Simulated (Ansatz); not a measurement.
`C[O][Ga]([CH3])[F]` at its PBE0-D4/def2-TZVP geometry, where that method's forces vanish. The species carries charge 0 and has multiplicity 1.

| atom | x (Å) | y (Å) | z (Å) |
| --- | --- | --- | --- |
| C1 | -1.637 | -0.812 | -0.728 |
| O2 | -0.317 | -1.288 | -0.797 |
| Ga3 | 1.066 | -0.437 | -0.086 |
| C4 | 1.089 | 1.248 | 0.884 |
| F5 | 2.539 | -1.344 | -0.360 |
| H6 | -2.044 | -0.702 | -1.739 |
| H7 | -1.730 | 0.160 | -0.224 |
| H8 | -2.265 | -1.528 | -0.187 |
| H9 | 1.042 | 1.052 | 1.957 |
| H10 | 2.017 | 1.778 | 0.673 |
| H11 | 0.240 | 1.873 | 0.607 |

Question: For each bond, give half the difference of the two atoms' forces along it (eV/Å; positive pushes the atoms apart) under PBE-D4, r2SCAN-D4, B3LYP-D4, ωB97M-V in def2-TZVPP. (Best estimate.)

Answer: Computed: 
| bond | length (Å) | PBE-D4 | r2SCAN-D4 | B3LYP-D4 | ωB97M-V |
| --- | --- | --- | --- | --- | --- |
| C1–O2 | 1.404 | 0.27 | 0.33 | 0.28 | 0.29 |
| C1–H6 | 1.095 | 0.09 | -0.06 | -0.10 | -0.12 |
| C1–H7 | 1.099 | 0.04 | -0.07 | -0.08 | -0.09 |
| C1–H8 | 1.095 | 0.09 | -0.06 | -0.10 | -0.12 |
| O2–Ga3 | 1.773 | 0.22 | -0.03 | 0.05 | -0.04 |
| Ga3–C4 | 1.944 | -0.19 | -0.04 | 0.08 | -0.03 |
| Ga3–F5 | 1.753 | 0.41 | 0.01 | 0.17 | 0.08 |
| C4–H9 | 1.092 | 0.10 | -0.01 | -0.07 | -0.05 |
| C4–H10 | 1.090 | 0.09 | -0.02 | -0.08 | -0.05 |
| C4–H11 | 1.090 | 0.10 | -0.02 | -0.07 | -0.05 |

B3LYP here is the variant with VWN-RPA as its local correlation; programs differ in this.
